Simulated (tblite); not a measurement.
A geometry optimisation, step by step.

C₆H₁₂GeS.
SMILES with atom numbers: `[CH3:1][C:2]#[C:3][GeH2:4][S:5][CH:6]([CH3:7])[CH3:8]` (hydrogens: H9, H10, H11 on C1; H12, H13 on Ge4; H14 on C6; H15, H16, H17 on C7; H18, H19, H20 on C8)

Computed with GFN2-xTB (tblite), gas phase: L-BFGS steps from a force-field or distance-geometry start until the largest atomic force falls under 0.01 eV/Å. 8 of its 96 geometries are shown.

Step 0: E = -655.3103 eV, largest atomic force 1.669 eV/Å
```
atom  x, y, z in Å  |  force x, y, z in eV/Å
C1      4.998   -0.581   -0.792   -0.613  -0.026   0.462
C2      3.535   -0.410   -0.931    1.647  -0.272  -0.002
C3      2.345   -0.278   -1.008   -1.116   0.063  -0.073
Ge4     0.437   -0.067   -1.141    0.050   0.093  -0.370
S5     -0.376   -0.258    0.908    0.674  -0.222   0.430
C6     -2.150    0.113    1.024   -0.861  -0.097   0.900
C7     -2.411    1.575    0.731    0.198   0.681   0.338
C8     -3.005   -0.826    0.221   -1.165  -0.915  -0.338
H9      5.339   -1.546   -1.227   -0.318   0.648   0.226
H10     5.198   -0.592    0.310    0.078   0.051  -0.911
H11     5.532    0.259   -1.275   -0.294  -0.467   0.301
H12    -0.137   -1.167   -2.083    0.186   0.392   0.217
H13     0.186    1.337   -1.752    0.002  -0.395   0.084
H14    -2.411   -0.129    2.093    0.711   0.495  -0.603
H15    -1.629    2.140    1.295   -0.764  -0.074  -0.548
H16    -3.422    1.909    1.056    0.715  -0.331  -0.143
H17    -2.319    1.780   -0.351    0.081  -0.068   0.502
H18    -3.360   -0.332   -0.706    0.199  -0.483   0.415
H19    -2.450   -1.748   -0.021   -0.268   0.408  -0.069
H20    -3.902   -1.165    0.829    0.858   0.518  -0.819
```

Step 14: E = -655.6044 eV, largest atomic force 0.232 eV/Å
```
atom  x, y, z in Å  |  force x, y, z in eV/Å
C1      4.928   -0.576   -0.774   -0.011  -0.009   0.075
C2      3.498   -0.416   -0.881   -0.182  -0.017  -0.108
C3      2.305   -0.295   -1.008   -0.009   0.036   0.025
Ge4     0.430   -0.062   -1.109   -0.135   0.003   0.031
S5     -0.312   -0.316    0.970    0.119   0.047  -0.194
C6     -2.110    0.104    1.026    0.109  -0.073   0.146
C7     -2.373    1.566    0.724   -0.013   0.039   0.036
C8     -2.981   -0.832    0.199   -0.080  -0.100  -0.037
H9      5.236   -1.515   -1.231    0.016  -0.009  -0.025
H10     5.202   -0.587    0.280    0.095   0.010   0.035
H11     5.429    0.252   -1.271    0.050   0.008  -0.003
H12    -0.131   -1.105   -2.058   -0.024   0.018   0.031
H13     0.142    1.299   -1.719   -0.007  -0.043   0.076
H14    -2.284   -0.078    2.090   -0.094   0.013   0.032
H15    -1.684    2.210    1.272   -0.049  -0.076  -0.043
H16    -3.391    1.805    1.029   -0.023   0.072  -0.017
H17    -2.279    1.772   -0.342    0.077  -0.022  -0.004
H18    -3.266   -0.362   -0.741    0.069  -0.020  -0.045
H19    -2.473   -1.768   -0.023    0.080   0.014   0.033
H20    -3.890   -1.086    0.745    0.011   0.109  -0.042
```

Step 27: E = -655.6734 eV, largest atomic force 0.193 eV/Å
```
atom  x, y, z in Å  |  force x, y, z in eV/Å
C1      4.842   -0.573   -0.773    0.015   0.011  -0.010
C2      3.410   -0.410   -0.866    0.092  -0.029  -0.122
C3      2.225   -0.264   -1.033   -0.130  -0.004  -0.019
Ge4     0.348   -0.055   -1.090   -0.084   0.050  -0.100
S5     -0.255   -0.280    1.017   -0.063  -0.092   0.065
C6     -2.063    0.084    1.073   -0.105   0.105  -0.118
C7     -2.324    1.539    0.732   -0.027   0.023  -0.082
C8     -2.873   -0.839    0.168    0.172   0.006   0.088
H9      5.145   -1.510   -1.240   -0.017   0.018  -0.021
H10     5.148   -0.588    0.271    0.015   0.018   0.077
H11     5.335    0.258   -1.278    0.029  -0.026   0.009
H12    -0.270   -1.070   -2.046    0.067   0.061   0.126
H13     0.005    1.326   -1.619    0.055  -0.044  -0.029
H14    -2.285   -0.103    2.126   -0.074  -0.059  -0.031
H15    -1.704    2.206    1.322    0.064   0.004   0.077
H16    -3.368    1.800    0.896   -0.030  -0.076   0.056
H17    -2.101    1.694   -0.322    0.021   0.130  -0.060
H18    -2.879   -0.460   -0.859    0.031  -0.066   0.147
H19    -2.443   -1.836    0.171   -0.018  -0.097  -0.005
H20    -3.898   -0.910    0.527   -0.013   0.069  -0.049
```

Step 41: E = -655.7082 eV, largest atomic force 0.077 eV/Å
```
atom  x, y, z in Å  |  force x, y, z in eV/Å
C1      4.816   -0.569   -0.792    0.017  -0.002   0.008
C2      3.389   -0.400   -0.934    0.018  -0.005  -0.005
C3      2.199   -0.257   -1.062    0.021  -0.004  -0.011
Ge4     0.326   -0.031   -1.068    0.000  -0.009   0.076
S5     -0.259   -0.291    1.052   -0.003   0.044  -0.039
C6     -2.063    0.089    1.067   -0.019  -0.029  -0.016
C7     -2.311    1.549    0.735   -0.010  -0.020   0.008
C8     -2.826   -0.860    0.160   -0.030  -0.019  -0.015
H9      5.130   -1.510   -1.243   -0.005   0.005  -0.009
H10     5.072   -0.581    0.267    0.026  -0.002   0.005
H11     5.343    0.253   -1.276   -0.002  -0.004  -0.007
H12    -0.306   -1.060   -1.977   -0.001  -0.022  -0.025
H13     0.001    1.340   -1.619   -0.001   0.002  -0.003
H14    -2.336   -0.097    2.111    0.030  -0.034  -0.008
H15    -1.714    2.186    1.384   -0.023   0.019  -0.019
H16    -3.364    1.791    0.875    0.002  -0.003   0.009
H17    -2.044    1.754   -0.302   -0.018   0.015   0.014
H18    -2.684   -0.589   -0.887    0.013   0.016   0.025
H19    -2.482   -1.884    0.301   -0.006   0.012   0.026
H20    -3.891   -0.824    0.386   -0.008   0.040  -0.013
```

Step 54: E = -655.7154 eV, largest atomic force 0.062 eV/Å
```
atom  x, y, z in Å  |  force x, y, z in eV/Å
C1      4.842   -0.573   -0.802    0.013  -0.003   0.005
C2      3.414   -0.403   -0.938   -0.015   0.003   0.005
C3      2.222   -0.266   -1.066    0.006   0.014   0.029
Ge4     0.347   -0.038   -1.065   -0.002  -0.004  -0.062
S5     -0.257   -0.261    1.045   -0.037  -0.005   0.045
C6     -2.070    0.091    1.066    0.022  -0.007   0.013
C7     -2.348    1.550    0.753   -0.001  -0.010  -0.002
C8     -2.835   -0.852    0.156   -0.014   0.002   0.008
H9      5.150   -1.513   -1.257    0.014  -0.013  -0.016
H10     5.110   -0.586    0.254   -0.003  -0.009   0.018
H11     5.368    0.248   -1.287   -0.002   0.013  -0.030
H12    -0.280   -1.080   -1.969    0.012   0.012   0.005
H13     0.017    1.327   -1.633    0.002  -0.013  -0.006
H14    -2.326   -0.121    2.108   -0.001   0.023  -0.009
H15    -1.757    2.198    1.398   -0.022  -0.014  -0.016
H16    -3.404    1.769    0.907    0.008   0.000   0.023
H17    -2.102    1.771   -0.285    0.013  -0.001   0.005
H18    -2.638   -0.621   -0.892    0.012   0.007   0.002
H19    -2.554   -1.885    0.347    0.013   0.008   0.001
H20    -3.904   -0.745    0.337   -0.018  -0.002  -0.018
```

Step 68: E = -655.7170 eV, largest atomic force 0.036 eV/Å
```
atom  x, y, z in Å  |  force x, y, z in eV/Å
C1      4.849   -0.576   -0.809    0.001   0.003  -0.008
C2      3.419   -0.406   -0.928    0.017   0.003   0.007
C3      2.227   -0.257   -1.038   -0.006  -0.006  -0.006
Ge4     0.350   -0.041   -1.063    0.000   0.004   0.015
S5     -0.267   -0.261    1.049    0.009   0.001  -0.001
C6     -2.076    0.092    1.070   -0.031   0.005  -0.017
C7     -2.358    1.551    0.759   -0.003  -0.003  -0.013
C8     -2.839   -0.848    0.155    0.004  -0.004  -0.008
H9      5.155   -1.514   -1.271   -0.006   0.005  -0.001
H10     5.129   -0.591    0.244    0.004  -0.002  -0.004
H11     5.366    0.248   -1.302   -0.001  -0.005  -0.001
H12    -0.256   -1.089   -1.973    0.004  -0.006   0.006
H13     0.020    1.317   -1.644   -0.005   0.001   0.004
H14    -2.334   -0.118    2.112   -0.012  -0.002   0.007
H15    -1.766    2.200    1.400    0.004   0.003   0.005
H16    -3.413    1.768    0.919    0.001  -0.002   0.011
H17    -2.117    1.771   -0.281    0.010   0.004  -0.005
H18    -2.620   -0.620   -0.890   -0.006  -0.006   0.013
H19    -2.566   -1.882    0.354    0.003  -0.001  -0.006
H20    -3.911   -0.736    0.315    0.013   0.008  -0.001
```

Step 81: E = -655.7179 eV, largest atomic force 0.021 eV/Å
```
atom  x, y, z in Å  |  force x, y, z in eV/Å
C1      4.857   -0.575   -0.822    0.000  -0.001  -0.008
C2      3.426   -0.398   -0.914   -0.006   0.003   0.006
C3      2.233   -0.250   -1.012    0.003   0.001   0.004
Ge4     0.354   -0.047   -1.038    0.005  -0.001   0.001
S5     -0.279   -0.256    1.071   -0.017  -0.011  -0.007
C6     -2.090    0.095    1.068    0.002  -0.006   0.008
C7     -2.363    1.555    0.759   -0.003   0.001   0.000
C8     -2.840   -0.846    0.144    0.001  -0.004  -0.003
H9      5.144   -1.513   -1.296    0.014  -0.005   0.001
H10     5.162   -0.597    0.224   -0.012   0.000  -0.009
H11     5.367    0.247   -1.324    0.007   0.005  -0.002
H12    -0.232   -1.109   -1.945   -0.003   0.006   0.015
H13     0.012    1.304   -1.631    0.001  -0.010   0.006
H14    -2.364   -0.115    2.106    0.008  -0.007   0.006
H15    -1.764    2.196    1.403   -0.014   0.007  -0.006
H16    -3.416    1.777    0.924   -0.002   0.012  -0.002
H17    -2.121    1.779   -0.280    0.005  -0.004  -0.004
H18    -2.604   -0.627   -0.898    0.003   0.008  -0.007
H19    -2.573   -1.880    0.354    0.002  -0.004  -0.005
H20    -3.914   -0.730    0.285    0.007   0.009   0.005
```

Step 95: E = -655.7188 eV, largest atomic force 0.009 eV/Å
```
atom  x, y, z in Å  |  force x, y, z in eV/Å
C1      4.868   -0.573   -0.842    0.001   0.001  -0.002
C2      3.435   -0.395   -0.911    0.002  -0.003   0.004
C3      2.240   -0.247   -0.982   -0.001  -0.002  -0.003
Ge4     0.360   -0.057   -1.003   -0.003  -0.005   0.003
S5     -0.293   -0.262    1.099    0.003   0.001   0.000
C6     -2.103    0.095    1.071   -0.001   0.005  -0.005
C7     -2.368    1.556    0.757   -0.004   0.000   0.000
C8     -2.843   -0.839    0.131    0.002  -0.001   0.004
H9      5.148   -1.510   -1.322    0.003   0.001   0.001
H10     5.185   -0.599    0.201    0.001   0.001  -0.002
H11     5.373    0.250   -1.347   -0.004   0.002   0.001
H12    -0.218   -1.131   -1.900   -0.002   0.000  -0.004
H13     0.006    1.287   -1.604    0.005  -0.003   0.001
H14    -2.391   -0.118    2.105    0.000   0.005  -0.006
H15    -1.773    2.201    1.401   -0.001  -0.005   0.003
H16    -3.421    1.783    0.914   -0.004   0.004  -0.004
H17    -2.119    1.774   -0.282    0.003   0.003   0.007
H18    -2.596   -0.610   -0.906    0.001   0.002   0.007
H19    -2.577   -1.874    0.335   -0.001  -0.007  -0.005
H20    -3.917   -0.722    0.264    0.000   0.001   0.000
```

Q: Summarise the path.

A: The energy falls by 39.41 kJ/mol from step 0 to step 95; nine tenths of that is first reached at step 28. It rises by more than 0.2 meV at step 32. The largest force goes from 1.669 to 0.009 eV/Å. Among the bonds C8–H20 changes most, from 1.135 to 1.089 Å; the atoms move by 0.303 Å rms after alignment.

The cost below is that of the whole relaxation. The run took 0.88 s wall on one thread of an Arm Neoverse V1 (shared host).
